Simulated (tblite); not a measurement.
Species: C₄H₁₃Si₂ (doublet state).
Cartesian coordinates in Å at the GFN2-xTB level; atoms count from 1:
```xyz
19
C4H13Si2 angstrom
C     -2.1967   -1.0707    0.8837
C     -1.6730   -0.9357   -0.5403
Si    -0.5217    0.5585   -0.7865
C      0.8583    0.5601    0.5285
C      1.8475    1.7010    0.2896
Si     1.7629   -1.1125    0.5799
H     -2.8821   -1.9129    0.9696
H     -1.3738   -1.2338    1.5774
H     -2.7274   -0.1700    1.1855
H     -1.1523   -1.8547   -0.8140
H     -2.5172   -0.8442   -1.2240
H     -1.3022    1.8048   -0.7042
H      0.0754    0.4812   -2.1279
H      0.3943    0.7248    1.5064
H      1.3368    2.6634    0.2963
H      2.6203    1.7219    1.0580
H      2.3360    1.5914   -0.6768
H      2.6900   -1.2230    1.7067
H      2.4152   -1.4405   -0.6849
```

Calculated harmonic vibrations of the isolated species, GFN2-xTB (tblite), most abundant isotopes, no scaling. This tight-binding method is rough: wavenumbers can miss measured ones by several per cent, in bad cases by 10 to 20. Modes of hydrogen on silicon can be 10 to 20 % off. One conformer, not necessarily the lowest. Open shells enter through the occupations alone, without spin polarisation, and single modes of such species can be off by tens of per cent.

Harmonic wavenumbers (cm⁻¹): 37.4, 66.3, 114.3, 124.5, 180.4, 225.8, 231.7, 247.4, 275.6, 313.6, 467.1, 487.8, 547.4, 572.6, 653.4, 662.4, 725.0, 750.7, 771.6, 794.9, 795.8, 980.1, 993.4, 1022.1, 1040.3, 1067.4, 1082.5, 1135.6, 1246.0, 1272.2, 1297.6, 1415.2, 1423.0, 1486.7, 1509.8, 1514.7, 1515.7, 1519.5, 2179.4, 2204.6, 2245.8, 2272.7, 2918.4, 2970.5, 2989.4, 2991.7, 3001.1, 3008.3, 3017.8, 3021.9, 3028.0.

A = 2793, B = 1464, C = 1143 MHz; mass 117.056 u (most abundant isotopes); point group C1, symmetry number 1; spin multiplicity 2.

Q: Zero-point energy?

A: Half the sum of the wavenumbers: 33209 cm⁻¹ = 397.27 kJ/mol.

Q: What is S at 298.15 K and 1 bar for an ideal gas of classical rigid rotors and harmonic oscillators?

A: Translation 168.25, rotation 119.75, vibration 132.87, spin (R ln 2) 5.76: S = 426.6 J/(mol K).

Q: And Cp and H(298.15 K) − H(0)?

A: Cp = 167.16 J/(mol K), of which vibrations give 133.91 (their classical limit is 51 R = 424.0); H(298.15 K) − H(0) = 30.61 kJ/mol without the zero-point energy, 20.69 from vibrations.

Q: Blend soft modes into free rotors: weight 1/[1 + (100 cm⁻¹/ν̃)⁴] for the oscillator and the rest for a rotor with moment μB/(μ + B), μ = h/(8π²ν), B = 10⁻⁴⁴ kg m². What vibrational entropy results?

A: 121.86 J/(mol K) in place of 132.87, which changes −T·S at 298.15 K by +3.28 kJ/mol.

Q: What must be added to the electronic energy to get the Gibbs energy at 298.15 K and 1 bar?

A: ZPE + [H(298.15 K) − H(0)] − T·S = 397.27 + 30.61 − 127.20 = 300.68 kJ/mol.

Q: Which modes carry the vibrational entropy at 298.15 K?

A: 37.4 cm⁻¹: 22.56; 66.3 cm⁻¹: 17.83; 114.3 cm⁻¹: 13.37; 124.5 cm⁻¹: 12.67; 180.4 cm⁻¹: 9.72; 225.8 cm⁻¹: 8.00 J/(mol K); the other 45 give 48.72 together.

Q: How do the functions run with temperature in this model?

A: 
```json
{"T (K)": "150", "S (J/(mol K))": "335.4", "Cp (J/(mol K))": "105.4", "H − H(0) (kJ/mol)": "10.40", "G − H(0) (kJ/mol)": "-39.90", "ln q(vib)": "3.41"}
{"T (K)": "250", "S (J/(mol K))": "399.0", "Cp (J/(mol K))": "147.3", "H − H(0) (kJ/mol)": "23.03", "G − H(0) (kJ/mol)": "-76.71", "ln q(vib)": "6.28"}
{"T (K)": "400", "S (J/(mol K))": "481.3", "Cp (J/(mol K))": "206.0", "H − H(0) (kJ/mol)": "49.66", "G − H(0) (kJ/mol)": "-142.87", "ln q(vib)": "10.45"}
{"T (K)": "600", "S (J/(mol K))": "577.0", "Cp (J/(mol K))": "266.5", "H − H(0) (kJ/mol)": "97.25", "G − H(0) (kJ/mol)": "-248.94", "ln q(vib)": "15.77"}
{"T (K)": "900", "S (J/(mol K))": "697.5", "Cp (J/(mol K))": "327.6", "H − H(0) (kJ/mol)": "187.06", "G − H(0) (kJ/mol)": "-440.72", "ln q(vib)": "23.14"}
```

q(vib) and H(0) count from the zero-point level.

Hindered rotation and anharmonicity are outside this model. Other conformers, if any are populated, would add a mixing term that is left out. The structure is chiral; the term R ln 2 for an equal mix with its mirror image is left out.
